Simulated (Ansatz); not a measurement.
Mulliken charges of CH$_{4}$Cl$_{2}$SeSi (`C[Se][SiH](Cl)Cl`) from ωB97M-V/def2-TZVPP in Ansatz (PBE0-D4/def2-TZVP geometry).

```
atom   x (Å)   y (Å)   z (Å)  charge (e)
  C1  -1.531  -0.503  -0.282      -0.429
 Se2   0.182  -1.447  -0.147      -0.054
 Si3   1.403   0.371   0.343       0.381
 Cl4   1.238   1.810  -1.106      -0.188
 Cl5   3.343  -0.234   0.501      -0.175
  H6  -1.494   0.221  -1.093       0.160
  H7  -2.275  -1.267  -0.501       0.152
  H8  -1.775  -0.018   0.661       0.158
  H9   0.997   1.021   1.606      -0.007
```

Problem. By hand: the dipole of these point charges (1 e Å = 4.8032 D).

Solution. Σ q r = (-0.509, -0.031, 0.222) e Å, of length 0.556 e Å = 2.67 D.

Problem. How does the dipole of the full density compare? (Best estimate.)

Solution. Ansatz gave: (-0.434, 0.028, 0.091) e Å, 2.13 D; the point charges give 1.25 times that, at 14° from its direction.

Point charges leave out the atoms' own dipoles, such as those of lone pairs, and Mulliken's split depends on the basis, so the two needn't agree.
